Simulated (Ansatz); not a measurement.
A nudged elastic band was laid between two geometries of C₂H₇BO (11 atoms, charge 0, multiplicity 1).

These are results of Ansatz 0.2.0, RKS PBE0/def2-SVP, not measurements.

```yaml
movable_images: 7
climbing_image: yes
spring: 5.0 eV/Å²
optimiser: quadratic models (default)
start_path: IDPP
force_threshold: 0.05 eV/Å
iteration_limit: 60
end_points: relaxed
```

Image 0:

```xyz
11
Properties=species:S:1:pos:R:3
C -0.561 1.316 0.197
C -0.152 -0.125 0.494
B 0.848 -0.757 -0.548
O 0.782 -2.040 -0.969
H -1.141 1.389 -0.737
H -1.182 1.745 1.000
H 0.322 1.964 0.079
H -1.044 -0.763 0.642
H 0.389 -0.155 1.461
H 1.769 -0.114 -1.010
H 0.036 -2.519 -0.590
```

Image 8:

```xyz
11
Properties=species:S:1:pos:R:3
C -0.583 1.363 0.222
C -0.265 -0.088 0.573
B 0.663 -0.839 -0.446
O 0.461 -2.156 -0.683
H -1.175 1.435 -0.704
H -1.161 1.864 1.015
H 0.335 1.951 0.064
H -1.184 -0.672 0.750
H 0.287 -0.118 1.535
H 1.584 -0.269 -1.009
H 1.102 -2.529 -1.296
```

(1) Which bonds break or form, and what moves?

(2) Give the energies along the band, and the barrier.

(3) What is the geometry of the highest image?

The band took 26 iterations and about 10 core-minutes.

## Answers

(1) No bond is made or broken. The dihedral C2–B3–O4–H11 goes from 2 to -178°.

(2) The run converged. The highest image is number 4 of 0 to 8, 0.60 eV above the first end and 0.63 eV above the last; the last end lies 0.03 eV below the first. A vibrational analysis at the climbing image gives one clearly imaginary mode, 811i cm⁻¹, and a faint second one (27i cm⁻¹) that may be numerical noise or a soft torsion: probably a first-order saddle point.

```
image  path coordinate (Å)  energy (eV)  dihedral C2–B3–O4–H11 (°)
    0                 0.00         0.00                          2
    1                 0.51         0.00                          2
    2                 1.02         0.01                          1
    3                 1.53         0.17                        -23
    4                 2.04         0.60                        -88
    5                 2.47         0.27                       -136
    6                 2.89        -0.01                       -171
    7                 3.32        -0.03                       -177
    8                 3.75        -0.03                       -178
```

(3) 
```xyz
11
Properties=species:S:1:pos:R:3
C -0.441 1.433 0.260
C -0.343 -0.082 0.390
B 0.590 -0.824 -0.636
O 0.533 -2.181 -0.789
H -0.883 1.725 -0.705
H -1.060 1.884 1.052
H 0.553 1.905 0.310
H -1.339 -0.561 0.363
H 0.053 -0.358 1.390
H 1.364 -0.197 -1.346
H 1.039 -2.802 -0.268
```

The run took 10 min on 1 thread of Intel(R) Xeon(R) Processor @ 2.70GHz (shared host), peak memory 0.18 GiB.
